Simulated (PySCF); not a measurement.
## Two-component Hartree-Fock for Au⁺ (gold, charge +1)

Start: [Xe] 4f14 5d9 6s1; 5d3/2 filled at m_j = -3/2, -1/2, +1/2, +3/2; 5d5/2 filled at m_j = -3/2, -1/2, +1/2, +3/2, +5/2; 6s1/2 filled at m_j = +1/2. Calculated with PySCF 2.14 in x2c-SVPall-2c with one added diffuse shell each of s, d type (8s9p10d2f, 99 functions): generalised Hartree-Fock with the X2C-1e Hamiltonian and a Gaussian nucleus; one run each with spin-orbit coupling (SO) switched off, then screened by Boettger's factors. This is a chosen level, not necessarily the ground level.

| spinor shell | electrons | ε, spin-free (eV) | ε, screened SO (eV) | weight of nominal j (screened SO) | rms radius, screened SO (bohr) |
| --- | --- | --- | --- | --- | --- |
| 1s1/2 | 2 | -81183.6 | -81152.8 | 1.000 | 0.0191 |
| 2s1/2 | 2 | -14486.2 | -14476.5 | 1.000 | 0.0769 |
| 2p1/2 | 2 | -12538.0 | -13860.0 | 1.000 | 0.0651 |
| 2p3/2 | 4 | -12538.0 | -12018.5 | 1.000 | 0.0731 |
| 3s1/2 | 2 | -3497.2 | -3493.9 | 1.000 | 0.196 |
| 3p1/2 | 2 | -2923.0 | -3217.5 | 1.000 | 0.188 |
| 3p3/2 | 4 | -2923.0 | -2804.8 | 1.000 | 0.204 |
| 3d3/2 | 4 | -2299.5 | -2349.8 | 1.000 | 0.180 |
| 4s1/2 | 2 | -805.43 | -804.42 | 1.000 | 0.432 |
| 4p1/2 | 2 | -613.90 | -685.21 | 1.000 | 0.438 |
| 4p3/2 | 4 | -613.90 | -585.03 | 1.000 | 0.471 |
| 4d3/2 | 4 | -378.76 | -389.45 | 1.000 | 0.487 |
| 4d5/2 | 6 | -378.76 | -370.58 | 1.000 | 0.496 |
| 5s1/2 | 2 | -139.72 | -139.55 | 1.000 | 0.998 |
| 4f5/2 | 6 | -115.74 | -117.46 | 0.999 | 0.544 |
| 4f7/2 | 8 | -115.74 | -113.62 | 0.999 | 0.546 |
| 5p1/2 | 2 | -86.265 | -98.359 | 0.998 | 1.13 |
| 5p3/2 | 4 | -86.265 | -81.158 | 0.999 | 1.17 |
| 5d3/2 | 4 | -24.007 | -25.297 | 0.956 | 1.61 |
| 5d5/2 | 5 | -24.007 | -23.030 | 0.964 | 1.67 |
| 6s1/2 | 1 | -17.221 | -17.232 | 0.996 | 2.82 |

Problem. Where does 3d5/2 lie, and what is the 3d spin-orbit splitting (screened SO)?

Solution. At -2262.7 eV, 87.123 eV above 3d3/2.

```csv
quantity,spin-free,screened SO
E (hartree),-18996.11500,-19025.27080
M_J,3,3
⟨J²⟩,12.006,12.006
⟨L²⟩,6.005,6.141
⟨S²⟩,2.001,2.141
```

Each row is a mean over spinors that exchange with the open shell spreads, by up to 4.679 eV (5p3/2).

Breit and QED terms are absent; they matter most for the inner s and p1/2 levels.

Densities and radii are taken from the X2C orbitals without a picture-change correction, which distorts them close to the nucleus.

Without spin-orbit coupling the j labels of p, d and f shells carry no meaning; the spin-free column gives the mean over the occupied spinors of each nl shell.
